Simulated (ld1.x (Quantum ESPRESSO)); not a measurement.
Pd (Z = 46): one change to an RRKJ potential, before and after

ld1.x (Quantum ESPRESSO) 7.5 input, shortened:

```
&input
   title='Pd', zed=46., rel=1, dft='PBESOL', iswitch=3,
   config='[Kr] 4d8 5s0 5p0'
 /
 &inputp
   pseudotype=2, tm=.false., rho0=0.02, lloc=0,
   nlcc=.true., new_core_ps=.true., rcore=1.00
 /
3
4P  2  1   6.00   0.00  1.25  1.25  0.0
4D  3  2   8.00   0.00  1.05  1.05  0.0
4S  1  0   2.00   0.00  1.45  1.45  0.0
 &test
   configts(1)='4s2 4p6 4d8 5s0 5p0'
 /
```

All-electron outer shells of the reference configuration (PBEsol, scalar-relativistic, ld1.x):

```
shell  level (eV)  outermost node (bohr)  outermost maximum (bohr)
   3d     -351.02                      –                      0.28
   4s     -110.38                   0.45                      0.85
   4p      -76.03                   0.46                      0.91
   4d      -27.32                   0.45                      1.07
   5s      -20.16                   1.13                      2.27
   5p      -13.92                   1.26                      2.74
```

Change: all radii but the core radius scaled by about 1.35 (s 1.96, p 1.68, d 1.42 bohr).

Cutoffs: the cutoffs (Ry, on a coarse ladder) from which the occupation-weighted sum of valence levels, in a spherical-Bessel basis at the reference potential, stays within 10 and 1 mRy of its value at 400 Ry; they do not see the model core or the augmentation charge, which bear on the density cutoff. Errors are all-electron minus pseudo energies relative to the spin-unpolarised reference configuration.

**Question.** How do hardness, ghosts and transferability respond?

**Answer.** The potential gets softer (140 Ry and 200 Ry → 60 Ry and 90 Ry); a bound ghost appears in s, which as a rule spoils a file; the f channel binds one level more than in the base; the number of tests that count goes from 7 to 6; of the 6 tests that both files solve, the error grows in 6 and shrinks in 0 by more than 15 % and 0.3 meV (median size 38.0 → 171.2 meV). A larger radius leaves more room for a smooth pseudo-wave, so fewer plane waves are needed. More of the atom is replaced by a form fitted at one configuration, so other configurations suffer.

```tsv
quantity	base	changed
cutoff, loose	140 Ry	60 Ry
cutoff, tight	200 Ry	90 Ry
loose cutoff by channel (10 mRy a level)	p 80 Ry, d 55 Ry, s 45 Ry	p 30 Ry, d 50 Ry, s 15 Ry
bound ghosts	none	s (extra level of the local part)
tests counted (converged, no solver errors)	7 of 7	6 of 7
error for 4s2 4p6 4d10 5s0 5p0, meV [ΔE -29.94 eV]	+45	+230
error for 4s2 4p6 4d9 5s0 5p0, meV [ΔE -20.82 eV]	+17	+81
error for 4s2 4p6 4d7 5s0 5p0, meV [ΔE 34.35 eV]	+24	+112
error for 4s2 4p6 4d6 5s0 5p0, meV [ΔE 83.67 eV]	+121	+493
error for 4s2 4p6 4d9 5s0 5p1, meV [ΔE -24.63 eV]	+132	+691
error for 4s2 4p5 4d10 5s0 5p0, meV [ΔE 27.17 eV]	-31	-71
```

Changed file: Tests not counted: 4s2 4p6 4d9 5s1 5p0 (solver errors, printed error -134 meV). These tests converged, but a pseudo level misses the all-electron one widely, so the file describes the atom poorly there or has found another state: 4s2 4p6 4d9 5s0 5p0: empty 5s by 3.3 eV; 4s2 4p6 4d7 5s0 5p0: empty 5s by 8.9 eV; 4s2 4p6 4d6 5s0 5p0: empty 5s by 10.8 eV; 4s2 4p5 4d10 5s0 5p0: empty 5s by 3.3 eV. A true bound ghost makes a file unfit for plane-wave use even where its test errors are small: the radial tests pick states by their node count and pass the ghost by.
